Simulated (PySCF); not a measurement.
W(O)2(Me)2 (C2H6O2W), SMILES [CH3][W]([CH3])(=[O])=[O], multiplicity 1. Atoms are numbered in the order given.

```xyz
11

W      0.0000     0.0000     0.0643
O      0.0000     1.4081     1.0421
O      0.0000    -1.4081     1.0421
C      1.7603     0.0000    -1.1172
H      1.7741     0.9017    -1.7555
H      1.7741    -0.9017    -1.7555
H      2.6757     0.0000    -0.5033
C     -1.7603     0.0000    -1.1172
H     -2.6757     0.0000    -0.5033
H     -1.7741    -0.9017    -1.7555
H     -1.7741     0.9017    -1.7555
```

Geometry: B3LYP-D3(BJ)/def2-SVP. The spin state was assumed, not searched. The structure was generated by enumeration; whether it is a known compound was not checked. The def2 effective core potentials stand for the cores of W; spin–orbit coupling is left out.

Calculation: PySCF with TDDFT-PBE/def2-SVPD.

Vertical excitations.  State labels are in the subgroup C2v.

Computed UV-visible absorptions:
| state | symmetry | energy (eV) | λ (nm) | f | main pairs |
|---|---|---|---|---|---|
| S1 | B1 | 4.13 | 300 | 0.003 | HOMO−1→LUMO 99 % |
| S2 | B2 | 4.21 | 295 | 0.006 | HOMO→LUMO 96 % |
| S3 | B1 | 5.03 | 247 | 0.000 | HOMO→LUMO+1 99 % |
| S4 | B2 | 5.30 | 234 | 0.003 | HOMO−1→LUMO+1 92 % |
| S5 | A1 | 5.40 | 230 | 0.003 | HOMO−2→LUMO 95 % |
| S6 | A1 | 5.75 | 216 | 0.015 | HOMO−3→LUMO 91 % |
| S7 | A2 | 5.81 | 214 | 0.000 | HOMO−4→LUMO 90 % |
| S8 | B1 | 5.85 | 212 | 0.024 | HOMO−5→LUMO 98 % |
| S9 | A2 | 6.10 | 203 | 0.000 | HOMO−2→LUMO+1 88 % |
| S10 | B2 | 6.28 | 197 | 0.009 | HOMO−6→LUMO 92 % |
| T1 | B2 | 3.81 | 326 | 0 | HOMO→LUMO 99 % |
| T2 | B1 | 3.84 | 323 | 0 | HOMO−1→LUMO 99 % |
| T3 | B2 | 4.58 | 271 | 0 | HOMO−1→LUMO+1 98 % |
| T4 | B1 | 4.66 | 266 | 0 | HOMO→LUMO+1 98 % |
Triplets are in the Tamm–Dancoff approximation, which puts them higher than full response would, so one can lie above its singlet here.
